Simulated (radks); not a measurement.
Results of a calculation; reference values are marked as such.
Spherical jellium clusters: N electrons in a uniform positive sphere of charge N and radius rs N^(1/3), rs = 5.49 bohr. Level of theory: non-relativistic Kohn-Sham, LDA (Slater exchange, Perdew-Wang correlation), spin-polarised, spherical densities (a radial shooting solver with Libxc functionals). Levels are named by radial order and angular momentum (1s, 1p, 1d, 2s, ...), and open shells are averaged over m.

N = 11, configuration 1s2 1p6 1d(up 3, down 0). This is the lowest configuration that the search found. Occupied and some empty levels:

level,occupation,eigenvalue (eV),<r> (bohr)
1s up,1,-3.4430,8.007
1s down,1,-3.2567,7.732
1p up,3,-2.8950,9.260
1p down,3,-2.6674,9.205
1d up,3,-2.1688,10.27
1d down,0,-1.9325,10.34
2s up,0,-1.7062,8.805
2s down,0,-1.6002,8.982
1f up,0,-1.3212,11.27
1f down,0,-1.0980,11.47
2p up,0,-0.88013,11.44
2p down,0,-0.76973,11.72

Energy (eV): total -18.9153, kinetic 11.305, external -321.40, Hartree 160.01, exchange-correlation -30.635, background 161.80.
